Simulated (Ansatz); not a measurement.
`BN=C=O` and `O=C=[N][SnH2][Cl]` differ in one atom or group.

Ansatz, PBE0-D4/def2-TZVP geometries, multiplicity 1. Each molecule was computed in one conformer, which needn't be the lowest.

Elements past krypton have def2 core potentials.

```json
{"property": "HOMO energy (PBE0/def2-TZVPP) / eV", "`BN=C=O`": "-8.39"}
{"property": "HOMO energy (ωB97M-V/def2-TZVPP) / eV", "`BN=C=O`": "-10.61"}
{"property": "size of the dipole moment (B3LYP/def2-TZVPP) / D", "`BN=C=O`": "1.00"}
{"property": "ideal-gas entropy at 298 K and 1 bar (rigid rotor, harmonic PBE0-D4/def2-TZVP) / J/(mol·K)", "`BN=C=O`": "284"}
{"property": "LUMO energy (B3LYP/def2-TZVPP) / eV", "`BN=C=O`": "-2.16"}
{"property": "HOMO–LUMO gap (PBE0/def2-TZVPP) / eV", "`BN=C=O`": "6.45"}
```

Problem. Give the same properties after the change, and the shifts. (Estimate.)

Solution. Computed: 
| property | `O=C=[N][SnH2][Cl]` | shift |
| --- | --- | --- |
| HOMO energy (PBE0/def2-TZVPP) / eV | -8.56 | -0.17 |
| HOMO energy (ωB97M-V/def2-TZVPP) / eV | -10.78 | -0.17 |
| size of the dipole moment (B3LYP/def2-TZVPP) / D | 3.58 | 2.58 |
| ideal-gas entropy at 298 K and 1 bar (rigid rotor, harmonic PBE0-D4/def2-TZVP) / J/(mol·K) | 374 | 90 |
| LUMO energy (B3LYP/def2-TZVPP) / eV | -1.63 | 0.53 |
| HOMO–LUMO gap (PBE0/def2-TZVPP) / eV | 7.23 | 0.78 |

With PBE0 the HOMO falls by 0.17 eV and the LUMO rises by 0.61 eV, so the gap widens by about 0.78 eV. PBE moves the HOMO by -0.14 eV and ωB97M-V by -0.17 eV. The zero-point energy changes by -14.8 kJ/mol with +3 modes. Dipoles are sizes alone; their direction can turn. Modes under 60 cm⁻¹, often nearly free rotors, make the harmonic entropy too high.

B3LYP here is the variant with VWN-RPA as its local correlation; programs differ in this.
